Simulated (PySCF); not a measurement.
Two structures of BSiH$_{6}$OF, singlet, reached by relaxing down either side of one saddle point (PBE0-D4/def2-TZVP). Energies are electronic, without zero-point energy. Computed with PySCF 2.14 with density fitting (its default auxiliary sets; JK sets also for MP2 and CCSD(T)) (basis: def2-TZVPP and def2-QZVPP); correlated methods freeze the cores. Extrapolation: Hartree–Fock as exp(−7.88 √X), correlation as X^−2.97. First:

B1  (-1.443, 0.192, -0.003)
F2  (-1.838, -0.891, -0.753)
H3  (-2.161, 0.463, 0.926)
H4  (-0.990, 1.123, -0.649)
H5  (-0.107, -1.245, 1.050)
O6  (-0.024, -0.344, 0.721)
Si7  (1.365, 0.093, -0.161)
H8  (2.452, -0.732, 0.424)
H9  (1.180, -0.220, -1.591)
H10  (1.586, 1.528, 0.090)
(Å)

Second:

| atom | x (Å) | y (Å) | z (Å) |
| --- | --- | --- | --- |
| B1 | -0.9588 | 1.1460 | 0.2808 |
| F2 | -1.4730 | -2.2567 | 0.9185 |
| H3 | -2.0483 | 1.0974 | 0.7680 |
| H4 | -0.4490 | 2.1744 | -0.0733 |
| H5 | -1.0842 | -1.4476 | 0.6521 |
| O6 | -0.2801 | -0.0202 | 0.1265 |
| Si7 | 1.2625 | -0.1990 | -0.5260 |
| H8 | 1.5696 | -1.6414 | -0.4515 |
| H9 | 1.2426 | 0.2773 | -1.9279 |
| H10 | 2.2129 | 0.6007 | 0.2808 |

Task: Which bonds change from the first to the second?

Result: SiH₄O ([OH][SiH3]) + BH₂F ([BH2][F]) → BSiH₅O ([BH2][O][SiH3]) + HF; bonds formed: F2–H5; dative contacts that become bonds: B1–O6; bonds broken: B1–F2, H5–O6.

Task: Give the saddle point's structure and its height above each. (An estimate is asked for; the value comes from the calculation.)

Result: The calculation gives: 0.911 eV above the first and 0.818 eV above the second (CCSD(T) at an estimated basis limit (MP2 extrapolated from triple and quadruple zeta, plus CCSD(T) − MP2 in triple zeta)).
```
10
angstrom
B -1.3586 0.1745 -0.0538
F -1.6545 -1.4340 -0.0956
H -2.1452 0.6554 0.7046
H -1.2814 0.5597 -1.1870
H -0.6571 -1.2897 0.3478
O -0.0399 -0.1883 0.5748
Si 1.4650 0.2837 0.0330
H 2.4579 -0.4241 0.8726
H 1.6312 -0.0879 -1.3940
H 1.5826 1.7506 0.1977
```

T1 diagnostic: at most 0.012. The end structure is not quite a true minimum (one mode of 52i cm⁻¹).

The step is the kind of ligand exchange by which a precursor binds to a hydroxyl group, or is hydrolysed, in atomic layer deposition of oxides.

Labels in which every atom is bracketed show which atoms are joined, not bond orders.

For scale, one of the runs: CCSD(T)/def2-TZVPP, 219 basis functions, launched by `OMP_NUM_THREADS=4 python run.py`. Time: 13 min of wall clock on 4 CPU threads of an Arm Neoverse V1; the host was shared. Peak host memory: 3.5 GiB.
